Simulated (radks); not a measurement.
The numbers below are computed, except where a source is named.
Valence configurations of Rh I (all share [Kr]). Code: a radial shooting solver on a logarithmic mesh with Libxc functionals. Model: Dirac Kohn-Sham, PBEsol, spin-unpolarised, spherical densities, finite nucleus; open shells are shared between the two j in proportion to 2j + 1; Fermi nuclear charge, rms radius 4.4945 fm. Energies are relative to 4d8 5s1; eigenvalues in eV.

| valence | E (eV) | e(4d3/2) | e(4d5/2) | e(5p1/2) | e(5p3/2) | e(5s1/2) |
|---|---|---|---|---|---|---|
| 4d8 5s1 | 0.000 | -6.192 | -5.800 | - | - | -4.326 |
| 4d7.5 5s1.5 | 1.015 | -7.526 | -7.117 | - | - | -4.840 |
| 4d8 5s0.5 5p0.5 | 1.796 | -7.097 | -6.701 | -1.376 | -1.252 | -4.960 |
| 4d7.5 5s1 5p0.5 | 2.945 | -8.389 | -7.978 | -1.602 | -1.455 | -5.434 |
| 4d8 5p1 | 3.661 | -7.899 | -7.501 | -1.798 | -1.662 | - |
| 4d6.5 5s2 5p0.5 | 6.548 | -11.219 | -10.775 | -2.086 | -1.890 | -6.411 |
| 4d7 5s1 5p1 | 6.644 | -10.525 | -10.094 | -2.225 | -2.041 | -6.414 |
| 4d7 5p2 | 11.063 | -11.897 | -11.461 | -2.886 | -2.679 | - |
| 4d6.5 5s1 5p1.5 | 11.116 | -12.648 | -12.199 | -2.793 | -2.572 | -7.321 |
| 4d6 5s1 5p2 | 16.383 | -14.776 | -14.307 | -3.327 | -3.069 | -8.180 |

NIST lists [Kr] 4d8 5s1 as the ground configuration; this level of theory agrees among the configurations tried. The energies are those of spherical spin-averaged densities, not of single terms.
